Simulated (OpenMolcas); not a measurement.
**Li: RASPT2 settings compared**

| Quantity | Value |
| --- | --- |
| Program | OpenMolcas 26.06 |
| Basis | ANO-RCC-VDZP [3s2p1d] |
| Scalar Hamiltonian | DKH3, point nucleus |
| Active space | 1 electron in 9 orbitals (RAS2 2s 2p; RAS3 3d, at most 1 electron) |
| State averaging | 2S+1 = 2 even, 1 root; 2S+1 = 2 odd, 3 roots |
| Spin-orbit coupling | state interaction with AMFI integrals over the reference wave functions, term energies averaged over their components |

Methods on the same reference wave functions:
A. RASSCF
B. SS-RASPT2, IPEA 0.5 Eh, sigma2 regulariser 0.3 Eh (closed shells correlated: 1s)
C. SS-RASPT2, IPEA 0.2 Eh, no level shift (closed shells correlated: 1s)
D. XMS-RASPT2, IPEA 0.5 Eh, imaginary shift 0.15 Eh (closed shells correlated: 1s)

Energies in cm-1 above 2s 2S 1/2, the measured ground level; measured values from NIST Handbook of Basic Atomic Spectroscopic Data.

```json
{"Level": "2s 2S 1/2", "A": "0.0", "B": "0.0", "C": "0.0", "D": "0.0", "Measured": "0.0"}
{"Level": "2p 2P* 1/2", "A": "14898", "B": "14837", "C": "14839", "D": "14832", "Measured": "14904"}
{"Level": "2p 2P* 3/2", "A": "14898", "B": "14837", "C": "14839", "D": "14832", "Measured": "14904"}
```

Deviations, from unrounded energies. A percentage is the sum of absolute deviations over the sum of measured energies, with the sign that they share, or ± where signs differ.

```tsv
Against measurement	Levels	A	B	C	D
mean absolute deviation (cm-1)	2	5.8	67	64	72
other configurations (%)	2	-0.0	-0.5	-0.4	-0.5
```

A lies closest to measurement on these levels and D furthest from it. The largest miss of A in the table is 2p 2P* 3/2, by -6 cm-1. The ranking rests on the paired levels alone, and a cruder setting can come out closer through cancelling errors.

Among B to D the level of the table that moves most is 2p 2P* 1/2, by 7.3 cm-1 (lowest in D, highest in C).

The lowest spin-free term lies below A's lowest term by 0.014 hartree in B, 0.014 hartree in C, 0.014 hartree in D.

With one active electron outside closed inactive shells, the extra shells (3d) add no correlation to the reference. ANO sets are built for ground and valence states and can reach diffuse excited orbitals poorly. With one active electron the reference holds no correlation, so core polarisation is missing (holds for A). With one active electron, CASPT2 adds the correlation within the correlated inactive shells and between them and that electron, and leaves the splitting within a term as the reference gives it (holds for B; C; D). Measured partners are found by configuration, term and J. A level has none where our copy of the source lacks it or the pairing is in doubt (some pairs that miss far off the trend of their configuration count as doubtful), and it then counts in no deviation. Levels of configurations outside the active space are missing.

* marks odd parity.
